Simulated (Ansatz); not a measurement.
Program: Ansatz. Geometries: PBE0-D4/def2-TZVP. ΔE: electronic, gas phase. CBS: MP2 limit from def2 TZ/QZ plus the TZ coupled-cluster correction, frozen cores. Functionals use def2-TZVPP. B3LYP here is the variant with VWN-RPA as its local correlation; programs differ in this. For Se outer-core shells are correlated without core-valence functions, which leaves a few kJ/mol of doubt a bond. Scalar relativity is left out up to krypton. One conformer a species, not always the lowest.

Consider the ligand exchange at the Si–N bond: `CN([SiH2]O)[SiH](O)F` + H₂Se → `O[SiH](F)[SeH]` + `CN[SiH2]O`.

```csv
level,ΔE (kcal/mol)
B3LYP-D4,3.5
ωB97X-V,3.2
ωB97M-V,3.5
B2PLYP,2.3
r2SCAN,2.2
MP2/def2-TZVPP,3.7
MP2/def2-QZVPP,3.0
CCSD/CBS(def2),3.0
```

Q: What does CCSD(T)/CBS give? (Best estimate.)

A: Ansatz gave: +3.1 kcal/mol. The listed levels differ from it by 0.4, 0.1, 0.4, -0.8, -0.9, 0.6, -0.1, -0.1 kcal/mol.

Largest T1 diagnostic among the species: 0.011.

From PBE to PBE0 (25 % exact exchange), in def2-TZVPP and without D4, ΔE moves by +1.3 kcal/mol. In def2-TZVPP, CCSD(T) changes the Hartree–Fock value by +1.8 kcal/mol (the triples alone add +0.1 kcal/mol) and MP2 by +0.9 kcal/mol. The D4 term adds +2.6 kcal/mol with B3LYP and +1.5 kcal/mol with PBE0; it sums over pairs of atoms, weighted by their polarisabilities, and B3LYP, whose exchange is more repulsive, gets the larger term.
